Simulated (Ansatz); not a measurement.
A calculation with Ansatz (development build ahead of 0.2.0).

```yaml
crystal:
  periodic: [false, false, false]
  atoms:
    - { symbol: Fe, position_ang: [0.0, 0.0, 0.0] }
    - { symbol: H, position_ang: [0.0, 2.3994, 0.0] }
    - { symbol: "N", position_ang: [0.0, -2.9882, 0.0] }
basis:
  gaussian: { orbitals: pcseg-2 }
magnetization:
  spin_polarized: true
  initial_magnetization: 4
hamiltonian:
  xc: r2scan
```

The input is written out in the form of the current development build from the run's settings.

Results

```json
{"Converged": "yes", "Total energy": "-1318.75654 hartree", "Spin squared of the determinant": "7.303", "Stability test": "minimum"}
```

Caution: other spin multiplicities were not run; the unrestricted determinant is a mixture of spin states.
